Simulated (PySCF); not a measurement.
Ga(Me)(SH)2 (CH₅GaS₂), SMILES [CH3][Ga]([SH])[SH].

The structure is a stationary point at B3LYP-D3(BJ)/def2-SVP. The structure was generated by enumeration; whether it is a known compound was not checked. One conformer was computed; it need not be the lowest.

The numbers are results of TDDFT-PBE/def2-SVPD run with PySCF, not measurements.

Vertical excitations. Isolated molecule, no solvent.

Computed lowest excited states:
```json
[
 {"state": "S1", "energy (eV)": "4.87", "λ (nm)": "254", "f": "0.000", "main pairs": "HOMO→LUMO+1 98 %"},
 {"state": "S2", "energy (eV)": "5.03", "λ (nm)": "247", "f": "0.043", "main pairs": "HOMO→LUMO 88 %"},
 {"state": "S3", "energy (eV)": "5.22", "λ (nm)": "238", "f": "0.000", "main pairs": "HOMO→LUMO+2 99 %"},
 {"state": "S4", "energy (eV)": "5.47", "λ (nm)": "227", "f": "0.055", "main pairs": "HOMO−1→LUMO+1 96 %"},
 {"state": "S5", "energy (eV)": "5.61", "λ (nm)": "221", "f": "0.018", "main pairs": "HOMO−1→LUMO 88 %"},
 {"state": "S6", "energy (eV)": "5.74", "λ (nm)": "216", "f": "0.003", "main pairs": "HOMO−1→LUMO+2 97 %"},
 {"state": "S7", "energy (eV)": "5.80", "λ (nm)": "214", "f": "0.000", "main pairs": "HOMO−2→LUMO 99 %"},
 {"state": "S8", "energy (eV)": "5.99", "λ (nm)": "207", "f": "0.000", "main pairs": "HOMO−3→LUMO 94 %"},
 {"state": "S9", "energy (eV)": "6.14", "λ (nm)": "202", "f": "0.119", "main pairs": "HOMO−2→LUMO+2 50 %, HOMO−2→LUMO+1 47 %"},
 {"state": "S10", "energy (eV)": "6.21", "λ (nm)": "200", "f": "0.043", "main pairs": "HOMO→LUMO+3 92 %"},
 {"state": "T1", "energy (eV)": "4.45", "λ (nm)": "279", "f": "0", "main pairs": "HOMO→LUMO 99 %"},
 {"state": "T2", "energy (eV)": "4.65", "λ (nm)": "267", "f": "0", "main pairs": "HOMO→LUMO+1 98 %"},
 {"state": "T3", "energy (eV)": "4.85", "λ (nm)": "256", "f": "0", "main pairs": "HOMO−1→LUMO 99 %"},
 {"state": "T4", "energy (eV)": "4.99", "λ (nm)": "248", "f": "0", "main pairs": "HOMO→LUMO+2 98 %"}
]
```
Triplets are in the Tamm–Dancoff approximation, which puts them higher than full response would, so one can lie above its singlet here.
